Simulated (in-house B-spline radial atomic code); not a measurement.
Mg. Computed with a B-spline radial atomic code. Model: non-relativistic spherical atom: semilocal Troullier-Martins pseudo-atom, one channel per l, against all electrons, high spin, G0W0 and RPA with empty states to l = 8, local potential for every l without a channel, a model core (radius 0 = none) keeps its share of the functional.

What the tables leave out is listed at the end.

The pseudopotential gives back the lowest level of each angular momentum of its own functional in the configuration it was made in; a second state of the same l is only approximately right. Exact exchange, RPA and GW see the smooth pseudo-orbitals and miss the exchange with the core, for which the functional's share stands in. The column with an uncorrelated core keeps all orbitals and exact exchange, and so separates missing core correlation from pseudisation. Only the three outermost levels and the lowest empty one were computed. RPA here is direct RPA, with no exchange kernel, and its energies carry an (l + 1/2)⁻⁴ tail. A hybrid on a potential with a model core restores only its own semilocal share of the core's exchange.

Command:
```bash
python run_psgw.py task.json out
```
Settings (lengths in bohr, energies in hartree):
```
Z                      12
electrons              12
configuration          [Ne] 3s2
generated_in           [Ne] 3s2
functional             pbe,pbe
core_shells            1
radius_factor          0.9
core_correction        False
ion_configuration      [Ne] 3s1
```

Run time, properties included: 46 s on 1 thread of Arm Neoverse N1 (shared host).

Given: made with PBE; model core radius 0 bohr; local radius 0.516 bohr; mean-field start PBE.

Valence shells of the generating configuration: 2s, 2p, 3s.

Channel: s 0.493, p 0.643 (radii in bohr).

Computed: largest level miss in the spin-unpolarised generating configuration 0.006 eV; valence RPA correlation energy pseudo -0.56897 hartree; all-electron RPA polarisability, core included 53.999 bohr³; pseudo-atom RPA polarisability 53.858 bohr³; ionisation by mean-field all-electron 7.6121 eV; ionisation by mean-field pseudo minus all 0.009 eV; ionisation by RPA all-electron 8.0263 eV.

| level | occupied | mean-field all-electron (eV) | mean-field pseudo minus all (eV) | G0W0 all-electron (eV) | G0W0 uncorrelated core minus all (eV) | G0W0 pseudo minus all (eV) | exchange self-energy all-electron (eV) | exchange self-energy pseudo (eV) |
| --- | --- | --- | --- | --- | --- | --- | --- | --- |
| 3s | 1 | -4.6989 | -0.006 | -7.5139 | 0.001 | -0.029 | -8.9708 | -8.8516 |

Problem. What is the ionisation by RPA pseudo minus all?

Solution. 0.031 eV.

Problem. What is the valence RPA correlation energy all-electron orbitals?

Solution. -0.57253 hartree.

Given: mean-field start PBE0.

Computed: valence RPA correlation energy all-electron orbitals -0.54302 hartree; valence RPA correlation energy pseudo -0.53974 hartree; all-electron RPA polarisability, core included 46.37 bohr³; ionisation by mean-field all-electron 7.5415 eV; ionisation by mean-field pseudo minus all 0.014 eV; ionisation by RPA all-electron 7.8399 eV.

| level | occupied | mean-field all-electron (eV) | mean-field pseudo minus all (eV) | G0W0 all-electron (eV) | G0W0 uncorrelated core minus all (eV) | G0W0 pseudo minus all (eV) | exchange self-energy all-electron (eV) | exchange self-energy pseudo (eV) |
| --- | --- | --- | --- | --- | --- | --- | --- | --- |
| 3s | 1 | -5.4255 | -0.01 | -7.6709 | 0.001 | -0.029 | -8.8703 | -8.7649 |

Problem. What is the pseudo-atom RPA polarisability?

Solution. 46.147 bohr³.

Problem. What is the ionisation by RPA pseudo minus all?

Solution. 0.03 eV.

Given: mean-field start Hartree-Fock.

Computed: valence RPA correlation energy all-electron orbitals -0.47739 hartree; valence RPA correlation energy pseudo -0.47478 hartree; all-electron RPA polarisability, core included 36.286 bohr³; pseudo-atom RPA polarisability 35.877 bohr³; ionisation by RPA all-electron 7.496 eV; ionisation by RPA pseudo minus all 0.029 eV.

```
level  occupied  mean-field all-electron (eV)  mean-field pseudo minus all (eV)  G0W0 all-electron (eV)  G0W0 uncorrelated core minus all (eV)  G0W0 pseudo minus all (eV)  exchange self-energy all-electron (eV)  exchange self-energy pseudo (eV)
   3s         1                       -6.8859                            -0.028                 -7.6891                                  0.001                      -0.027                                 -8.5008                           -8.4328
   2p         1                       -62.103                             0.308                 -59.463                                   0.06                        0.39                                 -52.848                           -51.177
```

Problem. What is the ionisation by mean-field all-electron?

Solution. 6.6054 eV.

Problem. What is the ionisation by mean-field pseudo minus all?

Solution. 0.027 eV.

Among the listed levels the largest G0W0 shift of the pseudo-atom is +0.39 eV, for 2p on the Hartree-Fock start, while leaving the core uncorrelated moves that level by +0.06 eV. So pseudisation and the lost core exchange, not the missing core correlation, make the error. Not in the tables (levels of low weight, unsolved or above zero; the highest and the empty levels are kept at any weight): on PBE the G0W0 levels 2p (pseudo minus all +0.03 eV, weights 0.07 and 0.07), 2s (pseudo minus all -0.25 eV, weights 0.03 and 0.05), 3p (pseudo minus all +0.01 eV, weights 0.86 and 0.86); on PBE0 the G0W0 levels 2p (pseudo minus all +0.37 eV, weights -0.00 and 0.03), 2s (pseudo minus all -0.39 eV, weights 0.05 and 0.06), 3p (pseudo minus all +0.01 eV, weights 0.91 and 0.91); on Hartree-Fock the G0W0 levels 2s (pseudo minus all +0.59 eV, weights 0.05 and 0.29).
